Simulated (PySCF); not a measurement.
C4H6F2, SMILES [C@H]1(C[C@@H](C1)F)F.

Coordinates come from a PBE0-D3(BJ)/def2-SVP optimisation. The structure was generated by enumeration; whether it is a known compound was not checked.

Two levels are set side by side: PBE/def2-TZVP (PySCF) and PBE0/def2-TZVP (PySCF). Same geometry, gas phase. Differences are taken from unrounded values.

```json
[
 {"quantity": "orbital gap (eV)", "PBE": "7.52"},
 {"quantity": "highest occupied level (eV)", "PBE": "-7.34"},
 {"quantity": "lowest empty level (eV)", "PBE": "0.18"},
 {"quantity": "dipole moment (D)", "PBE": "1.61"},
 {"quantity": "mean polarisability (bohr³)", "PBE": "47.8"}
]
```

Task: These are the PBE values. What does PBE0 give? (The exact figures need the calculation; the answer reports its results.)

Result: 
```
quantity                      PBE0  PBE minus PBE0
---------------------------  -----  --------------
orbital gap (eV)             10.02           -2.50
highest occupied level (eV)  -8.98            1.64
lowest empty level (eV)       1.04           -0.86
dipole moment (D)             1.73           -0.12
mean polarisability (bohr³)   46.1             1.8
```

PBE's occupied levels lie high since its potential decays too fast outside the molecule; exact exchange lowers them and widens the gap. Loosely held outer electrons make PBE densities more polarisable. Differences between two approximate levels are no errors against the true value.

Rough cost on one machine, each run with all the roots and properties that it gave: PBE0 against PBE within a factor of 2.
